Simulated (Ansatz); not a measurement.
`F[Si](F)(Cl)[GeH3]` + `CNBF` → `C[N]([GeH3])BF` + `F[SiH](F)Cl` at 298.15 K and 1 bar (cleavage of the Ge–Si bond).

Computed with Ansatz on PBE0-D4/def2-TZVP structures; ΔE is electronic, products minus reactants. CCSD(T)/CBS is the MP2 limit (def2-TZVPP, def2-QZVPP) plus CCSD(T) − MP2 in def2-TZVPP, frozen cores. This one scheme is used for every species. For Ge outer-core shells are correlated without core-valence functions, which leaves a few kJ/mol of doubt a bond. Scalar relativity is left out up to krypton. Each species was taken in one conformer, which may not be the lowest.

| species | CCSD(T)/CBS energy (Eh) | H − E (kJ/mol) | S (J/(mol·K)) |
| --- | --- | --- | --- |
| `F[Si](F)(Cl)[GeH3]` | -3026.54774 | 106.0 | 375.5 |
| `CNBF` | -220.44549 | 202.3 | 291.0 |
| `C[N]([GeH3])BF` | -2297.75856 | 242.9 | 360.9 |
| `F[SiH](F)Cl` | -949.23245 | 58.3 | 299.3 |

H − E and S are ideal-gas, rigid-rotor, harmonic terms from PBE0-D4/def2-TZVP, for one conformer and one mirror image of each species. 1 Eh = 2625.50 kJ/mol, R = 8.31446 J/(mol·K).

Problem. By hand: ΔE, ΔH, ΔS and ΔG.

Solution. ΔE = (-2297.75856) + (-949.23245) − (-3026.54774) − (-220.44549) = 0.00222 Eh = 5.8 kJ/mol. Δ(H − E) = 242.9 + 58.3 − 106.0 − 202.3 = -7.1, so ΔH = -1.3 kJ/mol. ΔS = 360.9 + 299.3 − 375.5 − 291.0 = -6.3 J/(mol·K). ΔG = -1.3 − 298.15 × (-6.3)/1000 = 0.6 kJ/mol.

Problem. By hand: the equilibrium constant, and the temperature at which ΔG would vanish if ΔH and ΔS stayed fixed.

Solution. log₁₀ K = −ΔG/(RT ln 10) = -0.1. ΔG = 0 at ΔH/ΔS = 206 K, though so small a ΔH makes that figure unsure.

TΔS isn't small against ΔH here. The sign of ΔG lies within the doubt. A doubt of 5 kJ/mol in ΔE shifts log₁₀ K by 0.9 here. Other conformers and mirror images would add mixing entropy, several J/(mol·K) or more a flexible species. Modes under 60 cm⁻¹, often nearly free rotors, make the harmonic entropy too high. These are equilibria of isolated gas molecules and say nothing of rates. Largest T1 diagnostic: 0.012 (customary marks: 0.02 for closed shells, 0.045 for open ones).
